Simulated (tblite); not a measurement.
Parent: `[CH3:1][C:2]1([F:3])[CH:4]=[CH:5][CH:6]=[CH:7]1`, C6H7F.

Computed geometry: GFN2-xTB, gas phase. One conformer each, not checked by frequencies here.

```
coordinate of the parent    value
                   C1–C2  1.530 Å
                   C2–F3  1.388 Å
                   C2–C4  1.509 Å
                   C4=C5  1.334 Å
                   C5–C6  1.460 Å
                   C6=C7  1.334 Å
                   C2–C7  1.509 Å
                C1–C2–F3   107.8°
                C1–C2–C4   111.4°
                C1–C2–C7   111.4°
                F3–C2–C4   111.9°
                F3–C2–C7   111.9°
                C4–C2–C7   102.4°
                C2–C4–C5   109.2°
                C4–C5–C6   109.5°
                C5–C6–C7   109.6°
                C2–C7–C6   109.2°
```

Q: How does the shared frame change in `[CH3:1][C:2]#[C:3][C:4]1=[CH:5][CH:6]=[CH:7][C@:8]1([CH3:9])[F:10]`, C9H9F? Atoms pair as C1 = C9, C2 = C8, F3 = F10, C4 = C4, C5 = C5, C6 = C6, C7 = C7 (parent first).

A: 
```
  parent   relative  value in the relative  change
   C1–C2      C9–C8                1.528 Å  -0.002
   C2–F3     C8–F10                1.388 Å   0.000
   C2–C4      C8–C4                1.524 Å  +0.015
   C4=C5      C4=C5                1.349 Å  +0.015
   C5–C6      C5–C6                1.450 Å  -0.010
   C6=C7      C6=C7                1.337 Å  +0.003
   C2–C7      C8–C7                1.508 Å  -0.001
C1–C2–F3  C9–C8–F10                 107.9°    +0.1
C1–C2–C4   C9–C8–C4                 111.0°    -0.4
C1–C2–C7   C9–C8–C7                 112.2°    +0.8
F3–C2–C4  F10–C8–C4                 111.8°    -0.1
F3–C2–C7  F10–C8–C7                 111.7°    -0.2
C4–C2–C7   C4–C8–C7                 102.3°    -0.1
C2–C4–C5   C8–C4–C5                 108.6°    -0.6
C4–C5–C6   C4–C5–C6                 109.6°    +0.1
C5–C6–C7   C5–C6–C7                 110.1°    +0.5
C2–C7–C6   C8–C7–C6                 109.3°    +0.1
```

Of the parent's bonds, C2–C4 and C4–C5 change most and about equally (+0.015 Å). Bonds of the relative outside the shared frame: C1–C2 1.443, C2≡C3 1.206, C3–C4 1.397 Å. Point group Cs → C1.

Q: How does the shared frame change in `[CH2:1]=[CH:2][CH2:3][C:4]1=[CH:5][CH:6]=[CH:7][C@@:8]1([CH3:9])[F:10]` with C1–C2–C3–C4 117°, C2–C3–C4–C5 -12°, C9H11F? Atoms pair as C1 = C9, C2 = C8, F3 = F10, C4 = C4, C5 = C5, C6 = C6, C7 = C7 (parent first).

A: 
| parent | relative | value in the relative | change |
| --- | --- | --- | --- |
| C1–C2 | C9–C8 | 1.529 Å | -0.001 |
| C2–F3 | C8–F10 | 1.389 Å | +0.001 |
| C2–C4 | C8–C4 | 1.520 Å | +0.011 |
| C4=C5 | C4=C5 | 1.338 Å | +0.004 |
| C5–C6 | C5–C6 | 1.457 Å | -0.003 |
| C6=C7 | C6=C7 | 1.334 Å | 0.000 |
| C2–C7 | C8–C7 | 1.508 Å | -0.001 |
| C1–C2–F3 | C9–C8–F10 | 107.8° | 0.0 |
| C1–C2–C4 | C9–C8–C4 | 111.8° | +0.4 |
| C1–C2–C7 | C9–C8–C7 | 111.2° | -0.2 |
| F3–C2–C4 | F10–C8–C4 | 111.4° | -0.5 |
| F3–C2–C7 | F10–C8–C7 | 112.1° | +0.2 |
| C4–C2–C7 | C4–C8–C7 | 102.6° | +0.2 |
| C2–C4–C5 | C8–C4–C5 | 108.5° | -0.7 |
| C4–C5–C6 | C4–C5–C6 | 109.8° | +0.3 |
| C5–C6–C7 | C5–C6–C7 | 109.8° | +0.2 |
| C2–C7–C6 | C8–C7–C6 | 109.0° | -0.2 |

Of the parent's bonds, C2–C4 changes most (+0.011 Å). Bonds of the relative outside the shared frame: C1=C2 1.319, C2–C3 1.496, C3–C4 1.491 Å. Point group Cs → C1.
